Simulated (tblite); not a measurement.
Compound: C3H12FPSi3.
Z-matrix (Å and degrees, GFN2-xTB geometry), rows numbered from 1:
```
C 
C   1  1.3207
C   2  1.4863  1  124.81
Si  3  1.9111  2  110.23  1   105.73
P   4  2.2339  3  107.65  2    45.25
Si  5  2.2308  4  101.90  3    65.76
Si  5  2.2164  4  100.05  3   169.66
F   7  1.6159  5  111.89  4   -51.17
H   1  1.0781  2  121.55  3     2.06
H   1  1.0763  2  122.06  3  -178.44
H   2  1.0838  1  120.14  3   177.58
H   3  1.0912  2  109.84  1  -133.77
H   3  1.0892  2  110.45  1   -14.84
H   4  1.4662  3  110.46  2   -70.01
H   4  1.4693  3  108.95  2   169.61
H   6  1.4635  5  106.53  4   -72.99
H   6  1.4620  5  106.74  4   168.87
H   6  1.4646  5  113.66  4    47.40
H   7  1.4527  5  110.72  4    64.09
H   7  1.4537  5  110.66  4  -166.59
```

Calculated harmonic vibrations of the isolated species, GFN2-xTB (tblite), most abundant isotopes, no scaling. This tight-binding method is rough: wavenumbers can miss measured ones by several per cent, in bad cases by 10 to 20. Modes of hydrogen on silicon can be 10 to 20 % off. One conformer, not necessarily the lowest.

Harmonic wavenumbers (cm⁻¹): 26.9, 33.3, 41.5, 70.1, 78.1, 98.6, 100.1, 105.7, 134.0, 200.9, 257.0, 402.4, 415.8, 440.3, 446.0, 478.4, 504.7, 520.9, 553.2, 567.2, 588.2, 598.2, 657.3, 701.7, 738.2, 749.7, 760.8, 763.6, 772.1, 784.5, 795.8, 803.8, 881.6, 954.3, 1016.5, 1052.9, 1177.2, 1202.6, 1295.4, 1411.3, 1461.6, 1710.5, 2196.1, 2228.2, 2238.4, 2248.0, 2263.6, 2326.9, 2336.0, 2965.0, 2997.2, 3036.2, 3095.7, 3126.2.

A = 1554, B = 550.2, C = 488.0 MHz; mass 181.997 u (most abundant isotopes); point group C1, symmetry number 1.

Problem. What is the zero-point energy?

Solution. ½Σν̃ = 28705 cm⁻¹ = 82.07 kcal/mol.

Problem. Give the ideal-gas entropy at 350 K and 1 bar in the rigid-rotor, harmonic-oscillator model (classical rotation).

Solution. Translation 42.33, rotation 31.50, vibration 60.08: S = 133.9 cal/(mol K).

Problem. And Cp and H(350 K) − H(0)?

Solution. Cp = 58.33 cal/(mol K), of which vibrations give 50.38 (their classical limit is 54 R = 107.3); H(350 K) − H(0) = 12.63 kcal/mol without the zero-point energy, 9.85 from vibrations.

Problem. Which modes carry the vibrational entropy at 350 K?

Solution. 26.9 cm⁻¹: 6.36; 33.3 cm⁻¹: 5.94; 41.5 cm⁻¹: 5.50; 70.1 cm⁻¹: 4.47; 78.1 cm⁻¹: 4.25; 98.6 cm⁻¹: 3.80 cal/(mol K); the other 48 give 29.76 together.

Problem. What must be added to the electronic energy to get the Gibbs energy at 350 K and 1 bar?

Solution. ZPE + [H(350 K) − H(0)] − T·S = 82.07 + 12.63 − 46.87 = 47.83 kcal/mol.

Problem. How do the functions run with temperature in this model?

Solution. 
```json
{"T (K)": "50", "S (cal/(mol K))": "68.0", "Cp (cal/(mol K))": "20.2", "H − H(0) (kcal/mol)": "0.69", "G − H(0) (kcal/mol)": "-2.71", "ln q(vib)": "1.91"}
{"T (K)": "100", "S (cal/(mol K))": "84.2", "Cp (cal/(mol K))": "26.7", "H − H(0) (kcal/mol)": "1.88", "G − H(0) (kcal/mol)": "-6.54", "ln q(vib)": "4.79"}
{"T (K)": "298.15", "S (cal/(mol K))": "125.0", "Cp (cal/(mol K))": "52.7", "H − H(0) (kcal/mol)": "9.75", "G − H(0) (kcal/mol)": "-27.52", "ln q(vib)": "13.95"}
{"T (K)": "373.15", "S (cal/(mol K))": "137.7", "Cp (cal/(mol K))": "60.6", "H − H(0) (kcal/mol)": "14.01", "G − H(0) (kcal/mol)": "-37.38", "ln q(vib)": "17.01"}
{"T (K)": "500", "S (cal/(mol K))": "156.9", "Cp (cal/(mol K))": "70.7", "H − H(0) (kcal/mol)": "22.37", "G − H(0) (kcal/mol)": "-56.10", "ln q(vib)": "21.88"}
{"T (K)": "750", "S (cal/(mol K))": "188.3", "Cp (cal/(mol K))": "84.1", "H − H(0) (kcal/mol)": "41.84", "G − H(0) (kcal/mol)": "-99.41", "ln q(vib)": "30.50"}
{"T (K)": "1000", "S (cal/(mol K))": "213.8", "Cp (cal/(mol K))": "92.7", "H − H(0) (kcal/mol)": "64.01", "G − H(0) (kcal/mol)": "-149.78", "ln q(vib)": "38.02"}
```

q(vib) and H(0) count from the zero-point level.

Hindered rotation and anharmonicity are outside this model. Other conformers, if any are populated, would add a mixing term that is left out. The structure is chiral; the term R ln 2 for an equal mix with its mirror image is left out.
